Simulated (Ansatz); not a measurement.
`COB(F)[CH2][AlH2]`. Total charge 0; spin multiplicity 1. The geometry is a stationary point of PBE0-D4/def2-TZVP. It is one conformer, not always the lowest.

```xyz
13

C    -1.905    0.082    0.527
O    -1.047   -0.962    0.928
B     0.300   -0.849    0.863
F     0.966   -1.937    1.270
C     1.093    0.363    0.311
Al    1.400    0.203   -1.617
H    -1.805    0.951    1.186
H    -2.928   -0.287    0.590
H    -1.708    0.394   -0.503
H     0.544    1.301    0.448
H     2.072    0.432    0.791
H     2.839   -0.138   -2.187
H     0.180    0.446   -2.606
```

Q: What is the dipole moment at PBE/def2-TZVPP? (Best estimate.)

A: The calculation gave: 2.63 D, with components (-0.73, 2.49, -0.48) D in this frame, pointing from negative to positive charge.

Q: And with r2SCAN, B3LYP, ωB97M-V? (An estimate is asked.)

A: The calculation gave: r2SCAN 2.71 D, B3LYP 2.79 D, ωB97M-V 2.77 D.

Q: Give the Mulliken charges with PBE, B3LYP, r2SCAN in def2-TZVPP. (Best estimate.)

A: The calculation gave: 
```json
{"atom": "C1", "PBE": "-0.14", "B3LYP": "-0.12", "r2SCAN": "0.00"}
{"atom": "O2", "PBE": "-0.21", "B3LYP": "-0.28", "r2SCAN": "-0.29"}
{"atom": "B3", "PBE": "0.26", "B3LYP": "0.33", "r2SCAN": "0.38"}
{"atom": "F4", "PBE": "-0.22", "B3LYP": "-0.26", "r2SCAN": "-0.28"}
{"atom": "C5", "PBE": "-0.33", "B3LYP": "-0.35", "r2SCAN": "-0.36"}
{"atom": "Al6", "PBE": "0.36", "B3LYP": "0.44", "r2SCAN": "0.50"}
{"atom": "H7", "PBE": "0.10", "B3LYP": "0.10", "r2SCAN": "0.06"}
{"atom": "H8", "PBE": "0.12", "B3LYP": "0.12", "r2SCAN": "0.07"}
{"atom": "H9", "PBE": "0.10", "B3LYP": "0.10", "r2SCAN": "0.06"}
{"atom": "H10", "PBE": "0.10", "B3LYP": "0.09", "r2SCAN": "0.08"}
{"atom": "H11", "PBE": "0.12", "B3LYP": "0.12", "r2SCAN": "0.10"}
{"atom": "H12", "PBE": "-0.11", "B3LYP": "-0.13", "r2SCAN": "-0.15"}
{"atom": "H13", "PBE": "-0.12", "B3LYP": "-0.15", "r2SCAN": "-0.16"}
```

B3LYP here is the variant with VWN-RPA as its local correlation; programs differ in this.

Results of the Gaussian-basis code of Ansatz.
